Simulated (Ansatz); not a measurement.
Cartesian coordinates in Å:
```
O -1.415 0.334 -0.884
C -0.152 0.608 -0.339
S -0.190 1.499 1.243
Si 0.811 -1.000 -0.136
F 0.237 -1.777 1.141
H -1.950 1.134 -0.835
H 0.436 1.284 -0.979
H -0.649 0.483 1.994
H 0.637 -1.885 -1.312
H 2.235 -0.679 0.107
```

Charge 0, multiplicity 1.

Question: List the B3LYP/def2-TZVPP orbital energies in eV (Ansatz 0.2.0). (Estimate.)

Answer: The calculation gave: Occupied: -2418.23, -1800.02, -671.55, -521.16, -279.14, -216.22, -160.79, -160.70, -160.56, -144.46, -99.83, -99.75, -99.75, -32.50, -28.69, -21.34, -17.99, -15.23, -14.82, -12.77, -12.65, -12.39, -12.04, -11.24, -10.64, -9.56, -8.58, -8.41, -7.13. Lowest empty: -0.28, -0.12, 0.88, 1.26, 1.42, 1.78, 2.06, 2.24.

B3LYP here is the variant with VWN-RPA as its local correlation; programs differ in this.
